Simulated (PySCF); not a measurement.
**Optical rotation: `C[C@@]1(F)CCO[C@H]1F`, C5H8F2O**

Molfile (atoms numbered from 1):
```
C5H8F2O
     RDKit          3D

 16 16  0  0  0  0  0  0  0  0999 V2000
    1.7733    0.1521    0.3944 C   0  0  0  0  0  0  0  0  0  0  0  0
    0.5237    0.1065   -0.4660 C   0  0  1  0  0  0  0  0  0  0  0  0
    0.9162    0.1959   -1.7961 F   0  0  0  0  0  0  0  0  0  0  0  0
   -0.3499   -1.1445   -0.2779 C   0  0  0  0  0  0  0  0  0  0  0  0
   -1.6698   -0.5793    0.2596 C   0  0  0  0  0  0  0  0  0  0  0  0
   -1.7358    0.7510   -0.2433 O   0  0  0  0  0  0  0  0  0  0  0  0
   -0.4727    1.2687   -0.2070 C   0  0  1  0  0  0  0  0  0  0  0  0
   -0.2222    1.8130    1.0441 F   0  0  0  0  0  0  0  0  0  0  0  0
    1.5066    0.0790    1.4441 H   0  0  0  0  0  0  0  0  0  0  0  0
    2.3007    1.0884    0.2291 H   0  0  0  0  0  0  0  0  0  0  0  0
    2.4249   -0.6742    0.1203 H   0  0  0  0  0  0  0  0  0  0  0  0
    0.1015   -1.8611    0.4033 H   0  0  0  0  0  0  0  0  0  0  0  0
   -0.4987   -1.6150   -1.2494 H   0  0  0  0  0  0  0  0  0  0  0  0
   -2.5536   -1.1037   -0.0994 H   0  0  0  0  0  0  0  0  0  0  0  0
   -1.6727   -0.5587    1.3562 H   0  0  0  0  0  0  0  0  0  0  0  0
   -0.3789    2.0906   -0.9236 H   0  0  0  0  0  0  0  0  0  0  0  0
  1  2  1  0
  2  3  1  6
  2  4  1  0
  4  5  1  0
  5  6  1  0
  6  7  1  0
  7  8  1  0
  7  2  1  0
  1  9  1  0
  1 10  1  0
  1 11  1  0
  4 12  1  0
  4 13  1  0
  5 14  1  0
  5 15  1  0
  7 16  1  6
M  END
```

Method used: TDDFT CAM-B3LYP/def2-SVPD circular dichroism and optical rotation, one conformer, gas phase in PySCF 2.14.0. Geometry: GFN2-xTB.

Stereocentres: C2 R, C7 S.

(1) Give the optical rotatory dispersion at 633, 589.3, 546, 436, 405, 365, 355 nm.

(2) And for the mirror image at 589.3 nm?

(3) What is the molar rotation [Φ] = [α]·M/100 of the geometry above at 589.3 nm?

## Answers

(1) [α] in deg dm⁻¹ (g/mL)⁻¹:
```csv
λ (nm),origin-invariant length gauge,modified velocity gauge,length gauge (centre of mass),isotropic polarisability (au)
633,-41.7,-35.3,-42.0,62.8
589.3,-48.6,-41.0,-48.9,62.9
546,-57.2,-48.3,-57.5,63.1
436,-93.5,-78.7,-94.1,63.9
405,-110.4,-92.9,-111.2,64.2
365,-140.5,-117.9,-141.4,64.8
355,-150.0,-125.8,-151.0,65.0
```

(2) +48.6 deg dm⁻¹ (g/mL)⁻¹ (origin-invariant length gauge): the same size and the opposite sign.

(3) With M = 122.11 g/mol, -59.3 deg cm² dmol⁻¹ (origin-invariant length gauge).

The first excitation lies at 8.27 eV (150 nm) with R = -4.9 × 10⁻⁴⁰ esu² cm² (velocity form).
